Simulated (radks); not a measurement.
V I, configuration [Ar] 3d4 4d1 (not the ground configuration). Method: Dirac Kohn-Sham, PBE, spin-unpolarised, spherical densities, finite nucleus; open shells are shared between the two j in proportion to 2j + 1; Fermi nuclear charge, rms radius 3.6002 fm; computed with a radial shooting solver on a logarithmic mesh with Libxc functionals.

Normalised radial functions P(r) = r R(r) (large component), r in bohr:

```
   r/bohr * 3s1/2, o 3d3/2, + 4d3/2 (the largest magnitude, 1.13, reaches the edge; | marks zero, & curves that meet)
 0.006354                             &  *
 0.008681                             &   *
  0.01176                             &    *
  0.01594                             &     *
  0.02178                             &      *
  0.02952                             &       *
  0.04001                             &       *
  0.05466                             &     *
  0.07408                             &  *
   0.1004                          *  +o
   0.1372                    *        + o
   0.1859               *             +  o
   0.2519                *            |+    o
   0.3442                         *   |+       o
   0.4664                             | +       *  o
   0.6321                             | +              o     *
   0.8636                             | +               o        *
     1.17                             | +               o  *
    1.599                             |+         *   o
    2.167                             +   *      o
    2.937                            +|*     o
    4.012                          +  *   o
    5.438                        +    * o
    7.369                      +      *o
    10.07                     +       &
    13.64                       +     &
    18.49                          +  &
    25.26                            +&
    34.24                             &
```

3s1/2: eigenvalue -70.264 eV, 2 radial nodes at r = 0.0870, 0.379 bohr, <r> = 0.955 bohr, 90 % of the charge inside 1.43 bohr. 3d3/2: eigenvalue -6.125 eV, 0 radial nodes, <r> = 1.56 bohr, 90 % of the charge inside 2.81 bohr. 4d3/2: eigenvalue -0.721 eV, 1 radial node at r = 2.35 bohr, <r> = 10.6 bohr, 90 % of the charge inside 15.5 bohr.
